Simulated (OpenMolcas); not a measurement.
F³⁺: effect of the active space

```json
{
  "Program": "OpenMolcas 26.06",
  "Method": "SS-CASPT2 or its RAS form, IPEA 0.25 Eh, imaginary shift 0.1 Eh",
  "Basis": "ANO-R2",
  "Scalar Hamiltonian": "X2C, finite nucleus",
  "Spin-orbit coupling": "RASSI with atomic mean-field integrals over the reference wave functions, term energies averaged over their components"
}
```

A. 2 electrons in 3 orbitals (2p); 2S+1 = 3 even, 3 roots; 2S+1 = 1 even, 6 roots; closed shells correlated: 1s 2s; CASPT2 step of the order of 0.8 core-seconds
B. 4 electrons in 4 orbitals (2s 2p); 2S+1 = 3 even, 3 roots; 2S+1 = 1 even, 6 roots; 2S+1 = 5 odd, 1 root; 2S+1 = 3 odd, 9 roots; 2S+1 = 1 odd, 8 roots; closed shells correlated: 1s; CASPT2 step of the order of 2.6 core-seconds
C. 4 electrons in 8 orbitals (2s 2p 3s 3p); 2S+1 = 3 even, 3 roots; 2S+1 = 1 even, 6 roots; 2S+1 = 5 odd, 1 root; 2S+1 = 3 odd, 9 roots; 2S+1 = 1 odd, 8 roots; closed shells correlated: 1s; CASPT2 step roughly 6 core-seconds
D. 4 electrons in 9 orbitals (RAS2 2s 2p; RAS3 3d, at most 2 electrons); 2S+1 = 3 even, 3 roots; 2S+1 = 1 even, 6 roots; 2S+1 = 5 odd, 1 root; 2S+1 = 3 odd, 9 roots; 2S+1 = 1 odd, 8 roots; closed shells correlated: 1s; CASPT2 step about 13 core-seconds

Energies in cm⁻¹ above 2s² 2p² ³P₀, the measured ground level; measured values from Moore, Atomic Energy Levels, vol. I, NSRDS-NBS 35 (1971 reprint of NBS Circular 467, 1949).

```tsv
Level	A	B	C	D	Measured
2s² 2p² ³P₀	0.0	0.0	0.0	0.0	0.0
2s² 2p² ³P₁	221	214	214	212	225
2s² 2p² ³P₂	648	624	627	621	613
2s² 2p² ¹D₂	25800	25610	25870	25920	25241
2s² 2p² ¹S₀	57940	53400	53780	54470	53544
```

Deviations, from unrounded energies. A percentage is the sum of absolute deviations over the sum of measured energies, with the sign that they share, or ± where signs differ.

```tsv
Against measurement	Levels	A	B	C	D
mean absolute deviation (cm-1)	4	1200	130	220	410
fine structure of the ground term (%)	2	±4.6	±2.7	±2.9	±2.4
other terms of the ground configuration (%)	2	+6.3	±0.6	+1.1	+2.0
```

B lies closest to measurement on these levels and A furthest from it. The largest miss of B in the table is 2s² 2p² ¹D₂, by +360 cm-1. The ranking rests on the paired levels alone, and a cruder setting can come out closer through cancelling errors.

Among A to D the level of the table that moves most is 2s² 2p² ¹S₀, by 4500 cm-1 (lowest in B, highest in A). Moves below CASPT2's spread within the term are not significant.

CASPT2 breaks the degeneracy within a term, and the mean is taken; among the terms shown or strongly mixed into the levels shown the widest spread is 83 cm-1 (2s² 2p² ¹D, A). With the s shell closed, the reference lacks s² → p² mixing (holds for A). Active for correlation alone: 3p 3s; no level in the range computed is led by a configuration that fills them, so any true level of that kind is missing (holds for C). Active for correlation alone: 3d; no level in the range computed is led by a configuration that fills it, so any true level of that kind is missing (holds for D). Computed and measured levels are paired by configuration, term and J; levels that our copy of the source lacks, or whose pairing is in doubt (as where it misses far off the trend of its configuration), stay unpaired and out of the deviations. Levels of configurations outside the active space are missing. Levels that lie high or do not pair safely by name in every column are left out.
